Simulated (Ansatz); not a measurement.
Basis-set extrapolation for CH$_{8}$BFSi$_{2}$, SMILES `BC(F)[SiH2][SiH3]` (PBE0-D4/def2-TZVP geometry, frozen core, Ansatz 0.2.0). Multiplicity 1, RHF reference.

|  | def2-TZVPP | def2-QZVPP |
| --- | --- | --- |
| HF | -744.560064 | -744.585315 |
| MP2 correlation | -0.775222 | -0.835435 |
| CCSD(T) correlation | -0.870705 | not run |

Energies in hartree. Use E(X) = E(∞) + A·exp(−7.88·√X) for Hartree–Fock and E(X) = E(∞) + B·X^(−2.97) for correlation, with X = 3 and 4, and add CCSD(T) minus MP2 of the smaller set to the MP2 limit.

**Question.** What is the CCSD(T) energy at the basis-set limit?

**Answer.** HF limit: -744.585315 + (-0.025251) × 0.13774 = -744.58879. MP2 limit: -0.835435 + (-0.060213) × 0.74074 = -0.88004. Higher-order term: -0.870705 − (-0.775222) = -0.09548. Total: -745.56431 hartree, 350.6 kJ/mol below CCSD(T)/def2-TZVPP.
